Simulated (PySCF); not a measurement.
Species: (HBNH)3 ring, B3H6N3.
Z-matrix (Å and degrees, PBE0-D3(BJ)/def2-SVP geometry), rows numbered from 1:
```
B 
H   1  1.2096
N   1  1.4268  2  121.33
B   3  1.4269  1  122.61  2   179.94
H   4  1.2096  3  121.31  1  -179.83
N   4  1.4267  3  117.39  1     0.14
B   6  1.4268  4  122.63  3    -0.21
H   7  1.2097  6  121.36  4  -179.79
N   1  1.4267  2  121.31  3   179.98
H   3  1.0112  1  118.70  2     0.07
H   6  1.0112  4  118.70  3  -179.92
H   9  1.0112  1  118.67  2    -0.03
```

NICS = −σ at a ghost point: NICS(0) at the centroid of the ring atoms, NICS(1) 1 Å to either side along the normal of their mean plane, zz for the tensor component along that normal. Level: GIAO KT2/pcSseg-1 (PySCF, non-relativistic, gas phase) on the PBE0-D3(BJ)/def2-SVP geometry, one conformer.

Ring bond lengths (Å): B1–N3 1.427, N3–B4 1.427, B4–N6 1.427, N6–B7 1.427, B7–N9 1.427, N9–B1 1.427.

Question: Give the NICS values of each ring in ppm.

Answer: 
```
             ring                              type  NICS(0)  NICS(1), two faces  NICS(1)zz, two faces  rms pucker (Å)  centre to ring atoms, mean (Å)
B1–N3–B4–N6–B7–N9  6-membered ring with 3 B and 3 N     -3.2         -3.7 / -3.7           -6.8 / -6.8            0.00                            1.43
```

Question: What do they say, and how far can they be read as aromaticity?

Answer: 
- B1–N3–B4–N6–B7–N9: mean NICS(1)zz -6.8 ppm, shielded.

Question: List the ring angles.

Answer: 
- B1–N3–B4–N6–B7–N9: B1 117.4°, N3 122.6°, B4 117.4°, N6 122.6°, B7 117.3°, N9 122.7°; sum 720.0° against 720° for a flat convex ring.

Question: What are the shieldings of the ring atoms and their hydrogens in the same run (means over atoms taken as equivalent)?

Answer: 
| atoms | environment | σ isotropic (ppm) | principal values of the symmetric part, first atom (ppm) |
| --- | --- | --- | --- |
| B1 (×3) | boron bonded to 2 N and H | 76.9 | 50.9, 65.3, 114.5 |
| H2 (×3) | hydrogen on boron | 26.51 | 23.8, 26.9, 28.8 |
| N3 (×3) | nitrogen bonded to 2 B and H | 117.7 | -25.8, 153.7, 225.2 |
| H10 (×3) | hydrogen on nitrogen | 25.47 | 21.8, 25.3, 29.3 |

Question: How do the values depend on the level or the medium?

Answer: 
```tsv
level	NICS(0), B1–N3–B4–N6–B7–N9	mean NICS(1)zz, B1–N3–B4–N6–B7–N9
KT2/pcSseg-1, gas	-3.2	-6.8
PBE0/pcSseg-1, gas	-2.9	-6.2
```

The geometry is the same throughout.
